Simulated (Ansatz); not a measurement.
Calculated with Ansatz (gas phase, PBE0-D4/def2-TZVP geometries, no zero-point term in ΔE). CCSD(T)/CBS adds triple-zeta CCSD(T) − MP2 to the extrapolated MP2 energy (def2 sets, frozen cores). This one scheme is used for every species, atoms too. For atomizations the MP2-based limit and the directly extrapolated one differ by several kJ/mol either way, and by 10 to 25 for some Ge, Se and Sn compounds, so smaller differences from it don't rank the levels. Functionals use def2-TZVPP. No spin–orbit coupling; open shells (•) take unrestricted orbitals. Spin–orbit coupling would lower the free atoms: a little for Al, F. Each species was taken in one conformer, which may not be the lowest.

Consider the atomization: `[F][Al-]([F])([F])[P+](F)(F)F` → Al• + 6 F• + P•.

CCSD(T)/CBS gives +3367.2 kJ/mol.

Problem. Another level gave +3274.6 kJ/mol. Which?
A. PBE/def2-TZVPP
B. ωB97X-V/def2-TZVPP
C. PBE-QIDH/def2-TZVPP
D. r2SCAN/def2-TZVPP

Solution. C. PBE-QIDH 3274.6, ωB97X-V 3350.5, PBE 3390.6, r2SCAN 3344.7 kJ/mol.

Largest T1 diagnostic among the species: 0.018.

Leaving LDA and LC-ωPBE aside and taking each functional with its dispersion term where it has one, the values, not all of them listed here, spread over 280.1 kJ/mol, from BHLYP-D4 to PBE-D4. LDA lies +539.5 kJ/mol from PBE without D4, its usual overbinding. The D4 term adds +30.8 kJ/mol with B3LYP and +16.3 kJ/mol with PBE0; it sums over pairs of atoms, weighted by their polarisabilities, and B3LYP, whose exchange is more repulsive, gets the larger term.

B3LYP here is the variant with VWN-RPA as its local correlation; programs differ in this.
